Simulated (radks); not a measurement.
Q: Species: In IV. Configuration: [Kr] 4d10. Method: Dirac Kohn-Sham, PBE, spin-unpolarised, spherical densities, finite nucleus; Fermi nuclear charge, rms radius 4.6156 fm; computed with a radial shooting solver on a logarithmic mesh with Libxc functionals.

Spin-orbit splittings of the eigenvalues, e(l+1/2) - e(l-1/2), with zeta = 2 splitting/(2l+1) and mean radii in bohr:

| shell | occ. | splitting (eV) | zeta (eV) | <r> j=l-1/2 | <r> j=l+1/2 |
|---|---|---|---|---|---|
| 2p | 6 | 210.9 | 140.6 | 0.1085 | 0.1137 |
| 3p | 6 | 38.09 | 25.39 | 0.3394 | 0.3505 |
| 3d | 10 | 7.804 | 3.121 | 0.3223 | 0.3258 |
| 4p | 6 | ? | ? | 0.9003 | 0.9302 |
| 4d | 10 | 0.8873 | 0.3549 | 1.142 | 1.156 |

Estimate the 4p splitting.

A: 6.653 eV (zeta = 4.435 eV).
